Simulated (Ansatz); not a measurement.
`[F][Al@H-]1[F+][Al@@H-]([F])[F+]1` → 2 Al• + 4 F• + 2 H•  (atomization)

Computed with Ansatz on PBE0-D4/def2-TZVP structures; ΔE is electronic, products minus reactants. CBS: MP2 limit from def2 TZ/QZ plus the TZ coupled-cluster correction, frozen cores. This one scheme is used for every species, atoms too. DFT in def2-TZVPP. Open shells (•) are unrestricted, without spin–orbit coupling. Spin–orbit coupling would lower the free atoms: a little for Al, F.

```csv
level,ΔE (kcal/mol)
LC-ωPBE,757.2
HF/CBS(def2),592.6
```

Q: What does CCSD(T)/CBS give? (An estimate is asked.)

A: The calculation gave: +770.1 kcal/mol. The listed levels differ from it by -12.9, -177.5 kcal/mol.

Largest T1 diagnostic among the species: 0.018.

The D4 term adds +5.9 kcal/mol with B3LYP and +3.1 kcal/mol with PBE0; it sums over pairs of atoms, weighted by their polarisabilities, and B3LYP, whose exchange is more repulsive, gets the larger term. At CCSD(T), def2-SVP lies −44.4 kcal/mol from the extrapolated value and def2-TZVPP −23.6 kcal/mol: correlation converges slowly with the basis, and small sets miss more of it in the bonded molecule than in its fragments. In def2-TZVPP, CCSD(T) changes the Hartree–Fock value by +159.4 kcal/mol (the triples alone add +9.7 kcal/mol) and MP2 by +190.4 kcal/mol; breaking electron pairs costs correlation energy, which Hartree–Fock lacks.

B3LYP here is the variant with VWN-RPA as its local correlation; programs differ in this.

For atomizations the MP2-based limit and the directly extrapolated one differ by several kJ/mol either way, and by 10 to 25 for some Ge, Se and Sn compounds, so smaller differences from it don't rank the levels.
